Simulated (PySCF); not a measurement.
C7H7F3Si, SMILES Cc1cccc([Si](F)(F)F)c1 (GFN2-xTB optimised geometry):

```
18

C     -2.227    -1.891     0.009
C     -1.453    -0.608     0.000
C     -2.120     0.613     0.001
C     -1.414     1.802     0.000
C     -0.032     1.790    -0.001
C      0.665     0.581     0.000
Si     2.527     0.550     0.010
F      3.202     0.612     1.448
F      3.149    -0.759    -0.641
F      3.201     1.759    -0.771
C     -0.067    -0.608     0.000
H     -2.733    -2.015     0.966
H     -2.987    -1.884    -0.770
H     -1.571    -2.743    -0.147
H     -3.201     0.627     0.000
H     -1.944     2.743    -0.002
H      0.514     2.722    -0.006
H      0.460    -1.551    -0.004
```

Method: PBE0/def2-SVP (PySCF).

Task: What are the frontier orbital energies and the dipole moment?

Result: HOMO-2 -9.66 eV, HOMO-1 -7.97 eV, HOMO -7.59 eV, LUMO -1.18 eV, LUMO+1 -0.50 eV; dipole moment 4.13 D.

On the same geometry PBE/def2-SVP in PySCF gives HOMO-2 -8.08 eV, HOMO-1 -6.88 eV, HOMO -6.53 eV, LUMO -1.97 eV, LUMO+1 -1.38 eV; dipole moment 3.87 D.

Meta-Löwdin charges at PBE0/def2-SVP: C1 -0.31, C2 0.03, C3 -0.10, C4 -0.10, C5 -0.09, C6 -0.27, Si7 1.53, F8 -0.46, F9 -0.46, F10 -0.46, C11 -0.10, H12 0.12, H13 0.11, H14 0.11, H15 0.11, H16 0.11, H17 0.11, H18 0.11.
